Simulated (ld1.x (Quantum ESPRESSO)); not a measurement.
## How hard is this iron (Fe) ultrasoft potential?

```
Element                 : iron
Generator               : ld1.x (Quantum ESPRESSO) 7.5
Type                    : ultrasoft
Functional              : PBE
Relativity              : scalar-relativistic
Frozen core             : [Ar]
Valence charge          : 8
Reference configuration : 3d6 4s0 4p0 (charge +2)
Partial waves           : 4s (bound, empty): rcut 1.30, rcutus 1.60 bohr; 4s channel at -1.15 Ry: rcut 1.30, rcutus 1.60 bohr; 4p (bound, empty): rcut 2.10, rcutus 2.50 bohr; 4p channel at 2.5 Ry: rcut 2.10, rcutus 2.50 bohr; 3d (bound): rcut 1.10, rcutus 1.15 bohr; 3d channel at -0.1 Ry: rcut 1.10, rcutus 1.15 bohr
Local potential         : all-electron potential smoothed inside 2.30 bohr (lloc = -1)
Core correction         : a·sin(br)/r model core inside 0.55 bohr
Augmentation charge     : PSQ, radius 1.20 bohr
```

The pseudo-atom Hamiltonian at the reference potential is diagonalised in spherical Bessel functions j_l(qr) that vanish at 20 bohr, with q² up to the cutoff. All-electron valence levels (Ry): 4s -1.4846, 4p -1.0509, 3d -1.8902.

How do the lowest levels (Ry) of each channel move with the cutoff, and are there ghosts?

```
cutoff (Ry)     s #1     s #2     s #3     p #1     d #1     d #2     f #1  Σ f·Δε (mRy)
          8  -1.9003  -0.6484  -0.3176  -1.0508  -0.7066  -0.3228  -0.2741        7101.6
         15  -1.9496  -0.6599  -0.3214  -1.0509  -0.8023  -0.3538  -0.2742        6527.6
         25  -5.0547  -1.3138  -0.5120  -1.0509  -1.0554  -0.4202  -0.2742        5009.0
         40  -7.8106  -1.4834  -0.5498  -1.0509  -1.6206  -0.5014  -0.2742        1618.1
         60  -7.8453  -1.4843  -0.5500  -1.0509  -1.8659  -0.5235  -0.2742         146.2
         90  -7.8546  -1.4846  -0.5500  -1.0509  -1.8892  -0.5257  -0.2742           6.4
        120  -7.8566  -1.4846  -0.5500  -1.0509  -1.8898  -0.5257  -0.2742           2.4
        180  -7.8573  -1.4847  -0.5501  -1.0509  -1.8902  -0.5257  -0.2742           0.5
        400  -7.8574  -1.4847  -0.5501  -1.0509  -1.8902  -0.5257  -0.2742           0.0
```

Result: ghost state, extra bound levels that the all-electron valence spectrum of the same l lacks: s at -106.9 eV (a true bound ghost makes a file unfit for plane-wave use); 10 mRy is reached at 80 Ry and 1 mRy at 140 Ry.

Test run stopped at test 1 of 7 (negative rho).
